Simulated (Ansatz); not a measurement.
1-ethyl-3-methylimidazolium iodide, `CCn1cc[n+](C)c1.[I-]`, relaxed as a singlet with RKS PBE-D4/def2-SVP in Ansatz, starting from the GFN2-xTB geometry. Force threshold 0.03 eV/Å.

In the def2 sets I takes a core potential; there is no spin–orbit coupling. In the singlet geometry the species has come apart into loosely held pieces.

Start:

| atom | x (Å) | y (Å) | z (Å) |
| --- | --- | --- | --- |
| C1 | 0.816 | 2.570 | 0.704 |
| C2 | -0.435 | 1.984 | 0.058 |
| N3 | -0.248 | 0.617 | -0.359 |
| C4 | 0.655 | 0.178 | -1.300 |
| C5 | 0.580 | -1.169 | -1.346 |
| N6 | -0.379 | -1.568 | -0.446 |
| C7 | -0.641 | -2.908 | -0.020 |
| C8 | -0.762 | -0.474 | 0.262 |
| H9 | 0.601 | 3.572 | 1.064 |
| H10 | 1.634 | 2.625 | -0.010 |
| H11 | 1.129 | 1.956 | 1.543 |
| H12 | -1.261 | 1.998 | 0.771 |
| H13 | -0.720 | 2.578 | -0.817 |
| H14 | 1.259 | 0.856 | -1.865 |
| H15 | 1.113 | -1.873 | -1.950 |
| H16 | -0.179 | -3.611 | -0.708 |
| H17 | -1.717 | -3.090 | 0.018 |
| H18 | -0.227 | -3.052 | 0.986 |
| H19 | -1.702 | -0.434 | 0.779 |
| I20 | 0.483 | -0.756 | 2.638 |

(1) Estimate the energy that the relaxation releases and the steps that it takes.

(2) Does the start keep its bonding?

(3) Predict the relaxed structure.

Answers

(1) 0.19 eV, in 7 steps; 16 s on 4 threads of Arm Neoverse V2 on a shared host. No frequencies were taken in this run, so the end may be a saddle point.

(2) Bonds lost: C8–I20 (atoms count from 1). The end holds 2 separate pieces.

(3) 
```xyz
20

C     0.823    2.550    0.720
C    -0.435    2.008    0.046
N    -0.272    0.629   -0.423
C     0.650    0.192   -1.364
C     0.582   -1.177   -1.396
N    -0.388   -1.566   -0.483
C    -0.631   -2.914   -0.003
C    -0.823   -0.458    0.179
H     0.628    3.571    1.102
H     1.672    2.608    0.010
H     1.106    1.892    1.568
H    -1.280    1.996    0.762
H    -0.743    2.631   -0.821
H     1.270    0.887   -1.938
H     1.133   -1.905   -1.997
H    -0.152   -3.636   -0.689
H    -1.717   -3.120    0.040
H    -0.199   -2.991    1.023
H    -1.686   -0.429    0.846
I     0.464   -0.768    2.820
```
Bond lengths: 6 × C–N 1.36 to 1.47 Å; 2 × C–C 1.37 to 1.53 Å; 11 × C–H 1.09 to 1.12 Å.
